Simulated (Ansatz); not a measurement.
`[AlH2][InH][Cl]` + `N=C=O` → `O=C=[N][InH][Cl]` + `[AlH3]`  (cleavage of the In–Al bond)

Program: Ansatz. Geometries: PBE0-D4/def2-TZVP. ΔE: electronic, gas phase. CBS: MP2 limit from def2 TZ/QZ plus the TZ coupled-cluster correction, frozen cores. This one scheme is used for every species. DFT in def2-TZVPP. HSE06 is defined as in plane-wave codes. Elements past krypton have def2 core potentials. For In outer-core shells are correlated without core-valence functions, which leaves a few kJ/mol of doubt a bond. Each species was taken in one conformer, which may not be the lowest.

```json
{"level": "LDA (SPW92)", "ΔE (kcal/mol)": "3.9", "difference from CCSD(T)/CBS": "7.2"}
{"level": "PBE-D4", "ΔE (kcal/mol)": "2.4", "difference from CCSD(T)/CBS": "5.7"}
{"level": "revPBE-D4", "ΔE (kcal/mol)": "0.9", "difference from CCSD(T)/CBS": "4.2"}
{"level": "BLYP-D4", "ΔE (kcal/mol)": "-0.3", "difference from CCSD(T)/CBS": "3.0"}
{"level": "r2SCAN-D4", "ΔE (kcal/mol)": "-0.6", "difference from CCSD(T)/CBS": "2.7"}
{"level": "PBE0-D4", "ΔE (kcal/mol)": "0.7", "difference from CCSD(T)/CBS": "4.0"}
{"level": "HSE06-D4", "ΔE (kcal/mol)": "0.8", "difference from CCSD(T)/CBS": "4.1"}
{"level": "BHLYP-D4", "ΔE (kcal/mol)": "-3.1", "difference from CCSD(T)/CBS": "0.2"}
{"level": "B2PLYP", "ΔE (kcal/mol)": "-2.6", "difference from CCSD(T)/CBS": "0.7"}
{"level": "PBE-QIDH", "ΔE (kcal/mol)": "-2.3", "difference from CCSD(T)/CBS": "1.0"}
{"level": "PBE", "ΔE (kcal/mol)": "2.9", "difference from CCSD(T)/CBS": "6.2"}
{"level": "PBE0", "ΔE (kcal/mol)": "1.2", "difference from CCSD(T)/CBS": "4.5"}
{"level": "HF/def2-TZVPP", "ΔE (kcal/mol)": "-7.1", "difference from CCSD(T)/CBS": "-3.8"}
{"level": "MP2/def2-TZVPP", "ΔE (kcal/mol)": "-4.8", "difference from CCSD(T)/CBS": "-1.5"}
{"level": "CCSD/def2-TZVPP", "ΔE (kcal/mol)": "-3.7", "difference from CCSD(T)/CBS": "-0.4"}
{"level": "CCSD/CBS(def2)", "ΔE (kcal/mol)": "-3.3", "difference from CCSD(T)/CBS": "0.0"}
{"level": "CCSD(T)/CBS", "ΔE (kcal/mol)": "-3.3", "difference from CCSD(T)/CBS": "0"}
```

Largest T1 diagnostic among the species: 0.018.

Leaving LDA and LC-ωPBE aside and taking each functional with its dispersion term where it has one, the values, not all of them listed here, spread over 6.8 kcal/mol, from B97M-V to PBE-D4. LDA lies +1.0 kcal/mol from PBE without D4. At CCSD(T), def2-SVP lies −1.8 kcal/mol from the extrapolated value and def2-TZVPP −0.4 kcal/mol. From BLYP to BHLYP (50 % exact exchange), in def2-TZVPP and without D4, ΔE moves by −3.6 kcal/mol.
